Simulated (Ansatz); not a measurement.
Program: Ansatz. Geometries: PBE0-D4/def2-TZVP. ΔE: electronic, gas phase. CBS: MP2 limit from def2 TZ/QZ plus the TZ coupled-cluster correction, frozen cores. def2 core potentials past Kr. For I outer-core shells are correlated without core-valence functions, which leaves a few kJ/mol of doubt a bond. Each species was taken in one conformer, which may not be the lowest.

Reaction (redistribution): `CO[SiH](N)O` + `CO[SiH](Cl)I` → `N[SiH](O)Cl` + `CO[SiH](I)OC`

| species | HF/def2-QZVPP energy (Eh) |
| --- | --- |
| `CO[SiH](N)O` | -535.32978 |
| `CO[SiH](Cl)I` | -1160.39182 |
| `N[SiH](O)Cl` | -880.33834 |
| `CO[SiH](I)OC` | -815.38935 |

Q: Work out ΔE.

A: ΔE = (-880.33834) + (-815.38935) − (-535.32978) − (-1160.39182) = -0.00609 Eh = -16.0 kJ/mol. CCSD(T)/CBS gives -16.7 kJ/mol.

Largest T1 diagnostic among the species: 0.011.
